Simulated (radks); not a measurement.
Species: Mo4+. Configuration: [Kr] 5s2 (not the ground configuration).

Calculated with a radial shooting solver on a logarithmic mesh with Libxc functionals: Dirac Kohn-Sham, AM05, spin-unpolarised, spherical densities, finite nucleus; Fermi nuclear charge, rms radius 4.4091 fm.

Energy parts (hartree):
part                       energy
total                 -4041.04209
kinetic                4189.66461
electron-nucleus      -9686.04539
Hartree                1572.93170
exchange-correlation   -117.59300

Orbitals (lengths in bohr, moments of r in powers of bohr):
1s1/2: occ. 2; eigenvalue (hartree) -729.3699; <r> 0.03520
2s1/2: occ. 2; eigenvalue (hartree) -104.9687; <r> 0.1535
2p1/2: occ. 2; eigenvalue (hartree) -96.78343; <r> 0.1308
2p3/2: occ. 4; eigenvalue (hartree) -92.87621; <r> 0.1354
3s1/2: occ. 2; eigenvalue (hartree) -19.68804; <r> 0.4290
3p1/2: occ. 2; eigenvalue (hartree) -16.57547; <r> 0.4233
3p3/2: occ. 4; eigenvalue (hartree) -15.92992; <r> 0.4339
3d3/2: occ. 4; eigenvalue (hartree) -10.42150; <r> 0.4124
3d5/2: occ. 6; eigenvalue (hartree) -10.29886; <r> 0.4159
4s1/2: occ. 2; eigenvalue (hartree) -4.43745; <r> 1.072
4p1/2: occ. 2; eigenvalue (hartree) -3.51083; <r> 1.151
4p3/2: occ. 4; eigenvalue (hartree) -3.40650; <r> 1.175
5s1/2: occ. 2; eigenvalue (hartree) -1.49240; <r> 2.413

The highest occupied level is 5s1/2 at -40.610 eV. Summed over all electrons, <r^2> = 28.83 bohr^2, which gives a Langevin (diamagnetic) susceptibility term of -22.8 x 10^-6 cm^3/mol.
